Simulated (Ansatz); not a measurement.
**KLi (Lithium Potassium): methods side by side**

KLi has 2 atoms, charge 0, and is taken as a singlet. SMILES: `[Li][K]`. The bond length is the measured one. The run starts from this shape.

```csv
atom,x (Å),y (Å),z (Å)
Li,0.0000,0.0000,0.0000
K,0.0000,0.0000,3.2700
```

Each level gives the adiabatic ionisation energy (to the doublet cation, no zero-point term) (eV). The values are calculated.

```
            level                    kind  program  value (eV)  less CCSD(T)/def2-TZVP  CPU time (all runs)
  SVWN5/def2-TZVP                     LDA   Ansatz        4.69                   +0.29                7.5 s
 r2SCAN/def2-TZVP                meta-GGA   Ansatz        4.27                   -0.13                 29 s
wB97X-V/def2-TZVP  range-separated hybrid   Ansatz        4.35                   -0.05                 54 s
CCSD(T)/def2-TZVP   coupled cluster or CI   Ansatz        4.40                    0.00                 58 s
```

Differences are taken from CCSD(T)/def2-TZVP for orientation; it has basis-set and higher-order errors of its own. The values span 4.27 to 4.69 eV. Times are those of the runs behind each value, whatever else they computed, on shared processors of several kinds: orders of magnitude only.
